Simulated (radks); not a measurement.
Numerical settings for neutral germanium, [Ar] 3d10 4s2 4p2. Method: Dirac Kohn-Sham, BLYP, spin-unpolarised, spherical densities, point nucleus; open shells fill j = l - 1/2 first; computed with a radial shooting solver on a logarithmic mesh with Libxc functionals. The defaults (mesh step 0.008 in ln r, mesh end at 40 bohr or more with all orbitals vanishing there, Anderson mixing 0.5 over 9 steps, residual threshold near 1e-9 with the energy settled to 1e-9 hartree or 1e-11 of itself, here a cap of 87 iterations) give E = -2099.3441 hartree and 4p1/2 at -3.843 eV in 14 iterations. Run on one thread of a shared host, so times are rough (Intel(R) Xeon(R) 6975P-C): 0.09 s of CPU time, 0.09 s wall, 14 iterations on 2669 mesh points. Changes against that run (0 stands for a change within the tolerance of the run):

mesh step in ln r 0.03: iterations 14; converged yes; E (mhartree) +0.000414; e(4p1/2) (meV) 0; CPU (s) 0.03
mesh step in ln r 0.003: iterations 14; converged yes; E (mhartree) 0; e(4p1/2) (meV) 0; CPU (s) 0.24
mesh step in ln r 0.05: iterations 14; converged yes; E (mhartree) +0.00638; e(4p1/2) (meV) 0; CPU (s) 0.02
mesh end (bohr) 1: iterations 87; converged no; E (mhartree) +1.03e+05; e(4p1/2) (meV) +5.8e+05; CPU (s) 0.67
mesh end (bohr) 5: iterations 15; converged yes; E (mhartree) +103; e(4p1/2) (meV) +2.76e+03; CPU (s) 0.11
residual threshold 0.1: iterations 9; converged yes; E (mhartree) +0.000245; e(4p1/2) (meV) +1.61; CPU (s) 0.07
residual threshold 1e-05: iterations 10; converged yes; E (mhartree) 0; e(4p1/2) (meV) +0.0103; CPU (s) 0.09
mixing 0.05: iterations 28; converged yes; E (mhartree) 0; e(4p1/2) (meV) 0; CPU (s) 0.22
linear mixing, mixing 1: iterations 87; converged no; E (mhartree) +6.85e+04; e(4p1/2) (meV) -4.14e+05; CPU (s) 2.2
linear mixing, mixing 0.5: iterations 30; converged yes; E (mhartree) 0; e(4p1/2) (meV) 0; CPU (s) 0.14
mixing history 20: iterations 20; converged yes; E (mhartree) 0; e(4p1/2) (meV) 0; CPU (s) 0.13
iteration cap 2: iterations 2; converged no; E (mhartree) +369; e(4p1/2) (meV) -6.08e+03; CPU (s) 0.03

Settings that end as converged yet miss the energy by more than 1 mhartree: mesh end (bohr) 5 (+0.103 hartree). A mesh that ends early acts as a hard wall.
